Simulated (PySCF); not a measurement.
H3NPb (SMILES [NH2][PbH]), singlet, at a GFN2-xTB geometry (such geometries of metal compounds can be far from the true shape) (core potentials on Pb); LC-WPBE/def2-SVP, TDA triplets in PySCF.

PySCF was given this input:
```python
from pyscf import gto, scf, dft, tdscf

mol = gto.M(
    atom='''
Pb   -0.058183    0.136343    0.163075
H    -0.741458    1.304002   -1.088525
N     0.572957   -1.297445   -1.275700
H     0.468664   -1.229658   -2.273509
H     1.033068   -2.172345   -1.080177
''',
    basis='def2-svp',
    ecp={'Pb': 'def2-svp'},
    charge=0,
    spin=0,
    verbose=4,
)

mf = dft.RKS(mol)
mf.xc = 'lc_wpbe'
mf.kernel()
td = mf.TDA()
td.nstates = 5
td.singlet = False
td.kernel()
td.analyze(verbose=3)
```

It wrote (shortened):

```
PySCF version 2.14.0

[INPUT] verbose = 4
[INPUT] num. atoms = 5
[INPUT] num. electrons = 32
[INPUT] charge = 0
[INPUT] spin (= nelec alpha-beta = 2S) = 0
[INPUT] symmetry False subgroup None
[INPUT] Mole.unit = angstrom
[INPUT] Symbol           X                Y                Z      unit          X                Y                Z       unit  Magmom
[INPUT]  1 Pb    -0.058183000000   0.136343000000   0.163075000000 AA   -0.109949935106   0.257650929002   0.308167087763 Bohr   0.0
[INPUT]  2 H     -0.741458000000   1.304002000000  -1.088525000000 AA   -1.401152552868   2.464206645885  -2.057014129742 Bohr   0.0
[INPUT]  3 N      0.572957000000  -1.297445000000  -1.275700000000 AA    1.082731811152  -2.451815711686  -2.410723617108 Bohr   0.0
[INPUT]  4 H      0.468664000000  -1.229658000000  -2.273509000000 AA    0.885646604443  -2.323716846880  -4.296309351734 Bohr   0.0
[INPUT]  5 H      1.033068000000  -2.172345000000  -1.080177000000 AA    1.952215588052  -4.105137098068  -2.041238696054 Bohr   0.0

nuclear repulsion = 62.0884564040689
number of shells = 25
number of NR pGTOs = 106
number of NR cGTOs = 55
basis = def2-svp
ecp = {'Pb': 'def2-svp'}

******** <class 'pyscf.dft.rks.RKS'> ********
method = RKS
initial guess = minao
damping factor = 0
level_shift factor = 0
DIIS = <class 'pyscf.scf.diis.CDIIS'>
diis_start_cycle = 1
diis_space = 8
diis_damp = 0
SCF conv_tol = 1e-09
SCF conv_tol_grad = None
SCF max_cycles = 50
direct_scf = True
direct_scf_tol = 1e-13
XC library pyscf.dft.libxc version 7.1.2
    S. Lehtola, C. Steigemann, M. J. T. Oliveira, and M. A. L. Marques,  SoftwareX 7, 1–5 (2018)
XC functionals = lc_wpbe
    O. A. Vydrov and G. E. Scuseria,  J. Chem. Phys. 125, 234109 (2006)
radial grids:
    Treutler-Ahlrichs [JCP 102, 346 (1995); DOI:10.1063/1.469408] (M4) radial grids

becke partition: Becke, JCP 88, 2547 (1988); DOI:10.1063/1.454033
pruning grids: <function nwchem_prune>
grids dens level: 3
symmetrized grids: False
atomic radii adjust function: <function treutler_atomic_radii_adjust>
small_rho_cutoff = 0
Set gradient conv threshold to 3.16228e-05
Initial guess from minao.
tot grids = 66560
init E= -225.107605311772
  HOMO = -0.714361980623059  LUMO = -0.588869124609783  gap/eV = 3.41483
cycle= 1 E= -248.498424587217  delta_E= -23.4  |g|=  1.7  |ddm|= 13.1
  HOMO = -0.121811631211314  LUMO = 0.025162212485375  gap/eV = 3.99936
cycle= 2 E= -248.935176473158  delta_E= -0.437  |g|= 1.39  |ddm|= 4.58
  HOMO = -0.268709173564946  LUMO = 0.0336692329249964  gap/eV = 8.22814
cycle= 3 E= -249.336295511826  delta_E= -0.401  |g|= 0.25  |ddm|= 1.51
  HOMO = -0.323645205181117  LUMO = 0.000918035520873772  gap/eV = 8.83182
cycle= 4 E= -249.348357248262  delta_E= -0.0121  |g|= 0.13  |ddm|= 0.308
  HOMO = -0.329704029912705  LUMO = 0.00684237101086715  gap/eV = 9.15789
cycle= 5 E= -249.352701304644  delta_E= -0.00434  |g|= 0.0144  |ddm|= 0.132
  HOMO = -0.329252216384138  LUMO = 0.00734082049781293  gap/eV = 9.15916
cycle= 6 E= -249.353055153754  delta_E= -0.000354  |g|= 0.00712  |ddm|= 0.0556
  HOMO = -0.329513340204652  LUMO = 0.00716244215157325  gap/eV = 9.16141
cycle= 7 E= -249.353123757512  delta_E= -6.86e-05  |g|= 0.00135  |ddm|= 0.0306
  HOMO = -0.329496968839637  LUMO = 0.00718045063381823  gap/eV = 9.16146
cycle= 8 E= -249.353125770451  delta_E= -2.01e-06  |g|= 0.000214  |ddm|= 0.00562
  HOMO = -0.329495035087684  LUMO = 0.00719057459050809  gap/eV = 9.16168
cycle= 9 E= -249.353125810366  delta_E= -3.99e-08  |g|= 4.13e-05  |ddm|= 0.000744
  HOMO = -0.329497333700486  LUMO = 0.00718839724126141  gap/eV = 9.16169
cycle= 10 E= -249.353125811558  delta_E= -1.19e-09  |g|= 7.71e-06  |ddm|= 0.000157
  HOMO = -0.329497768641911  LUMO = 0.00718749008502506  gap/eV = 9.16167
cycle= 11 E= -249.353125811601  delta_E= -4.34e-11  |g|= 1.41e-06  |ddm|= 3.06e-05
  HOMO = -0.329497731977233  LUMO = 0.00718760388892292  gap/eV = 9.16167
Extra cycle  E= -249.353125811602  delta_E= -6.82e-13  |g|= 6.09e-07  |ddm|= 4.21e-06
converged SCF energy = -249.353125811602

******** <class 'pyscf.tdscf.rks.TDA'> for <class 'pyscf.dft.rks.RKS'> ********
nstates = 5 triplet
deg_eia_thresh = 1.000e-03
wfnsym = None
conv_tol = 1e-05
eigh lindep = 1e-12
eigh level_shift = 0
eigh max_cycle = 100

Excitation energies (eV)
[2.67882662 3.48397367 5.17929338 5.34527793 5.79846305]

** Triplet excitation energies and oscillator strengths **
Excited State   1:      2.67883 eV    462.83 nm  f=0.0000
Excited State   2:      3.48397 eV    355.87 nm  f=0.0000
Excited State   3:      5.17929 eV    239.38 nm  f=0.0000
Excited State   4:      5.34528 eV    231.95 nm  f=0.0000
Excited State   5:      5.79846 eV    213.82 nm  f=0.0000
```
